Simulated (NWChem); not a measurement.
System: C2H4O3Si; SMILES O=C1OC[Si@@H]1O

Excerpt of the output:

```
             Northwest Computational Chemistry Package (NWChem) 7.3.0
             --------------------------------------------------------

 C1  symmetry detected

                             Geometry "geometry" -> ""
                             -------------------------

 Output coordinates in angstroms (scale by  1.889725989 to convert to a.u.)

  No.       Tag          Charge          X              Y              Z
 ---- ---------------- ---------- -------------- -------------- --------------
    1 O                    8.0000    -1.34563631    -1.81868060     0.03640846
    2 C                    6.0000    -0.46538428    -1.02410446    -0.03110403
    3 O                    8.0000     0.85701817    -1.32034343     0.21028974
    4 C                    6.0000     1.55658505    -0.05914418     0.12045117
    5 Si                  14.0000    -0.03785174     0.83104234    -0.42793072
    6 O                    8.0000    -0.68917358     2.08416594     0.43284365
    7 H                    1.0000     1.97879438     0.21410679     1.10061111
    8 H                    1.0000     2.37718247    -0.13377168    -0.60948237
    9 H                    1.0000    -0.11720588     1.25144492    -1.84984800
   10 H                    1.0000    -0.83371745     1.97198366     1.37733169

 Effective nuclear repulsion energy (a.u.)     294.4057139093

  pbe96 is a nonlocal functional; adding pw91lda local functional.

                                 NWChem DFT Module
                                 -----------------

 Summary of "ao basis" -> "ao basis" (spherical)
 ------------------------------------------------------------------------------
       Tag                 Description            Shells   Functions and Types
 ---------------- ------------------------------  ------  ---------------------
 O                          def2-svp                 6       14   3s2p1d
 C                          def2-svp                 6       14   3s2p1d
 Si                         def2-svp                 8       18   4s3p1d
 H                          def2-svp                 3        5   2s1p

            General Information
            -------------------
          SCF calculation type: DFT
          Wavefunction type:  closed shell.
          No. of atoms     :    10
          No. of electrons :    54
           Alpha electrons :    27
            Beta electrons :    27
          Charge           :     0
          Spin multiplicity:     1
          Use of symmetry is: off; symmetry adaption is: off
          Maximum number of iterations: 200
          AO basis - number of functions:   108
                     number of shells:    50
          Convergence on energy requested:  1.00D-06
          Convergence on density requested:  1.00D-05
          Convergence on gradient requested:  5.00D-04

              XC Information
              --------------
          PerdewBurkeErnzerhof Exchange Functional  1.000
            Perdew 1991 LDA Correlation Functional  1.000 local
           PerdewBurkeErnz. Correlation Functional  1.000 non-local

             Grid Information
             ----------------
          Grid used for XC integration:  medium
          Radial quadrature: Mura-Knowles
          Angular quadrature: Lebedev.
          Tag              B.-S. Rad. Rad. Pts. Rad. Cut. Ang. Pts.
          ---              ---------- --------- --------- ---------
          O                   0.60       49          11.0       434
          C                   0.70       49          10.0       434
          Si                  1.10       88           8.0       590
          H                   0.35       45          11.0       434
          Grid pruning is: on
          Number of quadrature shells:   513
          Spatial weights used:  Erf1

      Superposition of Atomic Density Guess
      -------------------------------------

 Sum of atomic energies:        -590.05874304

      Non-variational initial energy
      ------------------------------

 Total energy =    -592.681805
 1-e energy   =   -1398.164212
 2-e energy   =     511.076693
 HOMO         =      -0.311235
 LUMO         =      -0.020529

   convergence    iter        energy       DeltaE   RMS-Dens  Diis-err
 ---------------- ----- ----------------- --------- --------- ---------
 d= 0,ls=0.0,diis     1   -592.8138500241 -8.87D+02  2.64D-02  1.62D+00
 d= 0,ls=0.0,diis     2   -591.6723974843  1.14D+00  2.09D-02  1.28D+01
 d= 0,ls=0.0,diis     3   -592.9426972397 -1.27D+00  6.30D-03  5.79D-01
 d= 0,ls=0.0,diis     4   -592.9768908203 -3.42D-02  2.48D-03  2.67D-01
 d= 0,ls=0.0,diis     5   -593.0027968465 -2.59D-02  6.23D-04  4.44D-03
  Resetting Diis
 d= 0,ls=0.0,diis     6   -593.0031624585 -3.66D-04  2.49D-04  9.06D-04
 d= 0,ls=0.0,diis     7   -593.0032769568 -1.14D-04  1.11D-04  4.17D-05
 d= 0,ls=0.0,diis     8   -593.0032661197  1.08D-05  7.70D-05  1.32D-04
 d= 0,ls=0.0,diis     9   -593.0032814781 -1.54D-05  1.59D-05  5.09D-06
 d= 0,ls=0.0,diis    10   -593.0032819232 -4.45D-07  5.28D-06  8.53D-07

         Total DFT energy =     -593.003281923181
      One electron energy =    -1401.737697394650
           Coulomb energy =      572.884451707946
    Exchange-Corr. energy =      -58.555750145797
 Nuclear repulsion energy =      294.405713909319

 Numeric. integr. density =       53.999993484364

                       DFT Final Molecular Orbital Analysis
                       ------------------------------------

 Vector   25  Occ=2.000000D+00  E=-2.686767D-01
              MO Center=  5.7D-01,  1.4D-01, -3.1D-02, r^2= 3.6D+00
   Bfn.  Coefficient  Atom+Function         Bfn.  Coefficient  Atom+Function
  ----- ------------  ---------------      ----- ------------  ---------------
    33      0.282996   3 O  py               78      0.276622   6 O  px
    47     -0.256283   4 C  py               46      0.234497   4 C  px
    45     -0.208737   4 C  s                36      0.206570   3 O  py
    81      0.206992   6 O  px               94      0.155619   8 H  s
    49      0.150767   4 C  px               99      0.146882   9 H  s

 Vector   26  Occ=2.000000D+00  E=-2.608936D-01
              MO Center=  4.1D-01, -1.0D+00,  1.6D-01, r^2= 2.9D+00
   Bfn.  Coefficient  Atom+Function         Bfn.  Coefficient  Atom+Function
  ----- ------------  ---------------      ----- ------------  ---------------
    34      0.474080   3 O  pz               37      0.348319   3 O  pz
     6     -0.335830   1 O  pz                9     -0.239878   1 O  pz
    89     -0.201292   7 H  s                48     -0.185404   4 C  pz
    90     -0.145920   7 H  s                94      0.123587   8 H  s
    45      0.104816   4 C  s                95      0.087782   8 H  s

 Vector   27  Occ=2.000000D+00  E=-2.155265D-01
              MO Center= -6.6D-01, -1.0D+00, -3.0D-02, r^2= 2.8D+00
   Bfn.  Coefficient  Atom+Function         Bfn.  Coefficient  Atom+Function
  ----- ------------  ---------------      ----- ------------  ---------------
     5      0.394163   1 O  py                8      0.276741   1 O  py
     4     -0.273158   1 O  px               17     -0.245825   2 C  s
    32     -0.228116   3 O  px                7     -0.197045   1 O  px
    59     -0.193295   5 Si s                35     -0.182975   3 O  px
    31      0.181540   3 O  s                65      0.182009   5 Si py

 Vector   28  Occ=0.000000D+00  E=-6.809219D-02
              MO Center= -3.7D-01, -4.3D-01, -3.3D-02, r^2= 3.3D+00
   Bfn.  Coefficient  Atom+Function         Bfn.  Coefficient  Atom+Function
  ----- ------------  ---------------      ----- ------------  ---------------
    69      0.421715   5 Si pz               20      0.372135   2 C  pz
    77     -0.329452   6 O  s                 6     -0.320685   1 O  pz
    23      0.313481   2 C  pz                9     -0.306805   1 O  pz
    68      0.301559   5 Si py              100      0.288025   9 H  s
    34     -0.249972   3 O  pz               37     -0.223995   3 O  pz

 Vector   29  Occ=0.000000D+00  E= 1.243421D-03
              MO Center=  2.8D-01,  1.0D+00, -2.8D-01, r^2= 3.9D+00
   Bfn.  Coefficient  Atom+Function         Bfn.  Coefficient  Atom+Function
  ----- ------------  ---------------      ----- ------------  ---------------
    45      0.925319   4 C  s                67     -0.807988   5 Si px
    17     -0.576018   2 C  s                68     -0.554575   5 Si py
   100      0.373901   9 H  s               105     -0.361167  10 H  s
    60     -0.347779   5 Si s                77      0.317432   6 O  s
    90     -0.288700   7 H  s                22     -0.258138   2 C  py

 Vector   30  Occ=0.000000D+00  E= 3.966742D-03
              MO Center= -7.3D-01,  1.0D+00,  2.1D-01, r^2= 4.4D+00
   Bfn.  Coefficient  Atom+Function         Bfn.  Coefficient  Atom+Function
  ----- ------------  ---------------      ----- ------------  ---------------
    77      0.706989   6 O  s               105     -0.709191  10 H  s
    67      0.621719   5 Si px              100      0.557896   9 H  s
    60     -0.469640   5 Si s                45     -0.366306   4 C  s
    68     -0.261383   5 Si py               17      0.232513   2 C  s
    69      0.213093   5 Si pz               19      0.185545   2 C  py

     Multipole analysis of the density
     ---------------------------------

     L   x y z        total         alpha         beta         nuclear
     -   - - -        -----         -----         ----         -------
     0   0 0 0     -0.000000    -27.000000    -27.000000     54.000000

     1   1 0 0      0.697080      0.348540      0.348540     -0.000000
     1   0 1 0      1.126903      0.563452      0.563452      0.000000
     1   0 0 1      0.358646      0.179323      0.179323      0.000000

     2   2 0 0    -30.861409   -105.232546   -105.232546    179.603683
     2   1 1 0     -1.206098      0.795482      0.795482     -2.797061
     2   1 0 1     -1.084702     -0.362939     -0.362939     -0.358824
     2   0 2 0    -36.455597   -190.814419   -190.814419    345.173241
     2   0 1 1      2.416867      0.576649      0.576649      1.263569
     2   0 0 2    -27.228634    -34.007957    -34.007957     40.787279

            General Information
            -------------------
          SCF calculation type: DFT
          Wavefunction type:  closed shell.
          No. of atoms     :    10
          No. of electrons :    54
           Alpha electrons :    27
            Beta electrons :    27
          Charge           :     0
          Spin multiplicity:     1
          Use of symmetry is: off; symmetry adaption is: off
          Maximum number of iterations: 200
          AO basis - number of functions:   108
                     number of shells:    50
          Convergence on energy requested:  1.00D-06
          Convergence on density requested:  1.00D-05
          Convergence on gradient requested:  5.00D-04

              XC Information
              --------------
          PerdewBurkeErnzerhof Exchange Functional  1.000
            Perdew 1991 LDA Correlation Functional  1.000 local
           PerdewBurkeErnz. Correlation Functional  1.000 non-local

             Grid Information
             ----------------
          Grid used for XC integration:  medium
          Radial quadrature: Mura-Knowles
          Angular quadrature: Lebedev.
          Tag              B.-S. Rad. Rad. Pts. Rad. Cut. Ang. Pts.
          ---              ---------- --------- --------- ---------
          O                   0.60       49          11.0       434
          C                   0.70       49          10.0       434
          Si                  1.10       88           8.0       590
          H                   0.35       45          11.0       434
          Grid pruning is: on
          Number of quadrature shells:   513
          Spatial weights used:  Erf1

          Convergence Information
          -----------------------
          Convergence aids based upon iterative change in
          total energy or number of iterations.
          Levelshifting, if invoked, occurs when the
          HOMO/LUMO gap drops below (HL_TOL):  1.00D-02
          DIIS, if invoked, will attempt to extrapolate
          using up to (NFOCK): 10 stored Fock matrices.

                    Damping( 0%)  Levelshifting(0.5)       DIIS
                  --------------- ------------------- ---------------
          dE  on:    start            ASAP                start
          dE off:    2 iters        200 iters           200 iters

                            NWChem DFT Gradient Module
                            --------------------------

  charge          =   0.00
  wavefunction    = closed shell

                         DFT ENERGY GRADIENTS

    atom               coordinates                        gradient
                 x          y          z           x          y          z
   1 O      -2.542884  -3.436808   0.068802    0.019304   0.017490  -0.001464
   2 C      -0.879449  -1.935277  -0.058778   -0.002521  -0.015227   0.003406
   3 O       1.619530  -2.495087   0.397390   -0.010040   0.012711  -0.003409
   4 C       2.941519  -0.111766   0.227620   -0.003336  -0.005516   0.000988
   5 Si     -0.071529   1.570442  -0.808672   -0.000992   0.003167   0.002085
   6 O      -1.302349   3.938503   0.817956    0.002959  -0.010837   0.005611
   7 H       3.739379   0.404603   2.079853   -0.002335  -0.001721  -0.004859
   8 H       4.492223  -0.252792  -1.151755   -0.004503   0.000230   0.003573
   9 H      -0.221487   2.364888  -3.495706    0.000109  -0.001940   0.004113
  10 H      -1.575498   3.726509   2.602779    0.001355   0.001644  -0.010044
```

Level: PBE/def2-SVP. Geometry: optimised at PBE0/def2-SVP.

Q: Write an input that gives this output.

A: This is not unique; one that fits is the input that was run:
```
start job
memory heap 200 mb stack 900 mb global 1100 mb
geometry units angstroms noautoz
  O     -1.364178    -1.801227     0.047716
  C     -0.478671    -1.013635    -0.031839
  O      0.847066    -1.325594     0.167860
  C      1.555755    -0.069473     0.078371
  Si    -0.044811     0.843690    -0.411226
  O     -0.660110     2.088714     0.486991
  H      2.007581     0.184265     1.050539
  H      2.355026    -0.139815    -0.675267
  H     -0.159641     1.287460    -1.823588
  H     -0.779426     1.962759     1.433265
end
basis spherical
  * library def2-svp
end
dft
  xc xpbe96 cpbe96
  iterations 200
end
task dft gradient
```
